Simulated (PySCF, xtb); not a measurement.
C₄H₇NS, SMILES CSC=C=CN.

GFN2-xTB (xtb) at its own geometry gives an orbital gap of 3.95 eV and a dipole moment of 0.94 D.

Geometry optimised at r2SCAN-D4/def2-SVP. The structure was generated by enumeration; whether it is a known compound was not checked. The values are those of a single conformer.

Task: What does PBE/def2-TZVP (PySCF) give? (An estimate is asked for; the answer gives what the named calculation found.)

Result: gap 3.94 eV (levels -4.78 and -0.84 eV), dipole 0.78 D.
